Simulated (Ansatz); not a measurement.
Calculated with Ansatz (gas phase, PBE0-D4/def2-TZVP geometries, no zero-point term in ΔE). CBS: MP2 limit from def2 TZ/QZ plus the TZ coupled-cluster correction, frozen cores. This one scheme is used for every species. DFT in def2-TZVPP. B3LYP here is the variant with VWN-RPA as its local correlation; programs differ in this. Elements past krypton have def2 core potentials. For In outer-core shells are correlated without core-valence functions, which leaves a few kJ/mol of doubt a bond. One conformer a species, not always the lowest.

Reaction (formal hydrolysis of the In–N bond): `CC(C)[NH][InH][F]` + H₂O → `[OH][InH][F]` + `CC(C)N`

`CC(C)[NH][InH][F]`:

```xyz
15

C     1.692    0.260    0.618
C     0.515    0.513   -0.315
C     0.339   -0.636   -1.287
N    -0.710    0.746    0.418
In   -2.346   -0.375    0.576
F    -3.394    0.530    1.969
H     2.627    0.157    0.060
H     1.528   -0.655    1.195
H     1.813    1.085    1.325
H     0.747    1.411   -0.909
H     0.136   -1.570   -0.749
H    -0.488   -0.447   -1.978
H     1.242   -0.790   -1.881
H    -0.638    1.494    1.093
H    -3.063   -1.723   -0.136
```

H₂O:

Z-matrix (Å, degrees):
```
O
H 1 0.960
H 1 0.960 2 105.1
```

`[OH][InH][F]`:

Z-matrix (Å, degrees):
```
In
O 1 1.966
F 1 1.944 2 106.4
H 1 1.691 2 134.0 3 -180.0
H 2 0.960 1 113.7 3 180.0
```

`CC(C)N`:

Cartesian coordinates in Å:
```
C -0.643 -1.228 0.078
C -0.051 0.104 -0.341
C -0.223 1.152 0.742
N 1.373 -0.074 -0.603
H -0.519 -1.980 -0.706
H -0.143 -1.594 0.979
H -1.712 -1.134 0.284
H -0.598 0.450 -1.236
H -1.280 1.313 0.966
H 0.202 2.112 0.434
H 0.286 0.835 1.656
H 1.517 -0.751 -1.342
H 1.790 0.796 -0.911
```

| level | ΔE (kJ/mol) | difference from CCSD(T)/CBS |
| --- | --- | --- |
| PBE-D4 | -10.1 | -7.2 |
| r2SCAN-D4 | -12.4 | -9.5 |
| PBE0-D4 | -8.1 | -5.2 |
| B3LYP-D4 | -10.2 | -7.3 |
| ωB97X-V | -13.0 | -10.1 |
| ωB97M-V | -10.7 | -7.8 |
| B2PLYP | -15.0 | -12.1 |
| PBE | -16.6 | -13.7 |
| r2SCAN | -14.3 | -11.4 |
| B3LYP | -20.6 | -17.7 |
| HF/def2-TZVPP | -25.3 | -22.4 |
| SCS-MP2/def2-TZVPP | -7.9 | -5.0 |
| HF/def2-QZVPP | -25.9 | -23.0 |
| MP2/def2-QZVPP | -0.6 | 2.3 |
| HF/CBS(def2) | -26.0 | -23.1 |
| MP2/CBS(def2) | 0.6 | 3.5 |
| CCSD(T)/CBS | -2.9 | 0 |

Largest T1 diagnostic among the species: 0.017.

In def2-TZVPP, CCSD(T) changes the Hartree–Fock value by +20.1 kJ/mol (the triples alone add +2.2 kJ/mol) and MP2 by +23.5 kJ/mol. The D4 term adds +10.4 kJ/mol with B3LYP and +5.9 kJ/mol with PBE0; it sums over pairs of atoms, weighted by their polarisabilities, and B3LYP, whose exchange is more repulsive, gets the larger term.
